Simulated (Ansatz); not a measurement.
SnSe2. Total charge 0; quintet. Geometry PBE-D4/def2-TZVP; atoms count from 1.

```xyz
3

Sn    0.433    1.150   -1.138
Se   -1.162    0.248    1.041
Se    0.729   -1.399    0.097
```

In the def2 sets Sn takes a core potential; there is no spin–orbit coupling. At PBE0-D4/def2-TZVP a singlet of charge 0 lies 3.87 eV below the quintet, each at its own geometry. The structure comes from a short search, and lower isomers may exist.

Question: Estimate the Mulliken populations from the PBE0/def2-TZVP orbitals of Ansatz.

Answer: 
| atom | charge (e) | spin (α − β) |
| --- | --- | --- |
| Sn1 | 0.25 | 0.99 |
| Se2 | -0.12 | 1.51 |
| Se3 | -0.12 | 1.51 |
Mulliken values and Mayer orders depend strongly on the basis.

Question: Where does the spin sit?

Answer: Summed by element: Sn 0.99, Se 3.01, of 4 unpaired in all. Largest on single atoms: Se2 1.51, Se3 1.51, Sn1 0.99.

Question: And the Mayer bond orders between bonded heavy atoms (over 0.3)?

Answer: Sn1–Se2 0.63 (2.85 Å); Sn1–Se3 0.63 (2.85 Å); Se2–Se3 0.66 (2.68 Å).
